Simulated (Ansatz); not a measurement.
Input file for Ansatz (an electronic-structure program): U-CCSD(T)/def2-SVP on CH4Cd (SMILES [CH3][CdH]), a point of a bond scan (R = 1.308 Å). Elements past Kr take the def2 small-core potentials; no spin–orbit coupling.

Ansatz 0.2 input:
```yaml
crystal:
  periodic: [false, false, false]
  atoms:
    - {symbol: Cd, position_ang: [-0.28068773, -0.15103297, -0.04141861]}
    - {symbol: H, position_ang: [-1.74994566, -0.94161398, -0.25822404]}
    - {symbol: C, position_ang: [1.58135131, 0.85089642, 0.23334606]}
    - {symbol: H, position_ang: [2.12121404, 0.50095888, 1.37271558]}
    - {symbol: H, position_ang: [1.43288682, 1.93112443, 0.23532541]}
    - {symbol: H, position_ang: [2.27072534, 0.59541191, -0.57190501]}
basis:
  gaussian:
    orbitals: def2-SVP
correlation: {method: ccsd_t, electrons: outside_noble_gas}
scf: {omitted_lower_state_checks: [cluster_reference]}
magnetization: {spin_polarized: true, initial_magnetization: 0}
```

Problem. Give the final energy of this run.

Solution. -207.4094 hartree (reference determinant -206.9362, T1 diagnostic 0.012).
